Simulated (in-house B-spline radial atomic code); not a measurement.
Results of a calculation; reference values are marked as such.
## Weak and strong correlation along the adiabatic connection

Two-electron singlets in several external potentials (atomic units), by full CI in B-splines with partial waves to l = 8 (correlation energies up to 0.6 % small). The repulsion is scaled by λ at fixed density; W(λ) is the mean repulsion less the Hartree energy, W(0) = E_x, and the area under W from 0 to 1 is E_xc.

One system gave this curve:

| λ | W (hartree) |
| --- | --- |
| 0 | -0.81808 |
| 0.02 | -0.82006 |
| 0.05 | -0.82299 |
| 0.12 | -0.82963 |
| 0.25 | -0.84128 |
| 0.4 | -0.85371 |
| 0.6 | -0.86877 |
| 0.8 | -0.88231 |
| 1 | -0.89453 |
| 1.4 | -0.91564 |
| 2 | -0.9409 |
| 3 | -0.97153 |
| 4.5 | -1.0019 |
| 7 | -1.0325 |
| 10 | -1.0543 |

Question: Which system is it?
A. −Z/r, Z = 0.552, wall at 1.44 bohr
B. −V exp(−r²/w²), V = 13.8, w = 4.16
C. −Z/r, Z = 8.05, wall at 0.72 bohr
D. −Z/r, Z = 3.22, wall at 2.74 bohr

Answer: B. The exchange energy sets the size: −V exp(−r²/w²), V = 13.8, w = 4.16: E_x = -0.818, E_c = -0.0417; −Z/r, Z = 8.05, wall at 0.72 bohr: E_x = -4.89, E_c = -0.0451; −Z/r, Z = 3.22, wall at 2.74 bohr: E_x = -1.79, E_c = -0.0436; −Z/r, Z = 0.552, wall at 1.44 bohr: E_x = -1.27, E_c = -0.0469 hartree.
